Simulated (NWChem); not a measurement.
# Lowest excitation of H3S2 (+1)

```
S
H 1 1.3656
H 1 1.3656 2 94.71
S 1 2.0863 2 101.02 3 -102.20
H 4 1.3573 1 91.37 2 -131.46
```
Charge +1, spin multiplicity 1.

All runs are NWChem calculations. The geometry was optimised at PBE0/def2-SVP, a minimum by its harmonic frequencies. It is one conformer; others weren't searched.

Basis set: aug-cc-pVDZ.

The correlated methods keep 10 core orbitals frozen. B3LYP has NWChem's definition, with VWN1-RPA local correlation. The structure started from a generated list of species. Coupled-cluster values serve here as a point of comparison, not as the truth.

Task: Order these methods by the lowest vertical singlet excitation energy they give, lowest first: TDA-LDA (SVWN5), CIS, TD-B3LYP, EOM-CCSD.

Result: TDA-LDA (SVWN5) (4.00 eV), TD-B3LYP (4.11 eV), EOM-CCSD (4.43 eV), CIS (4.70 eV)
